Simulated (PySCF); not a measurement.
A structure optimised at PBE-D3(BJ)/def2-SVP, used in a PySCF frequency run:

```xyz
10

B      1.1678     0.0198     1.1782
F      0.2413     0.3279     2.0788
H      2.3205    -0.1440     1.5142
O      0.8648    -0.0564    -0.1600
C     -0.4159    -0.1802    -0.7028
C     -0.4892     0.4951    -2.0452
O     -1.2931    -0.7944    -0.1516
H     -1.4870     0.3411    -2.4901
H      0.2980     0.0909    -2.7122
H     -0.2846     1.5789    -1.9315
```

Task: Write its SMILES and formula.

Result: CC(=O)OBF, C₂H₄BFO₂

Task: What are its rotational constants (standard atomic weights)?

Result: 7.5550, 2.4676, 2.0606 GHz
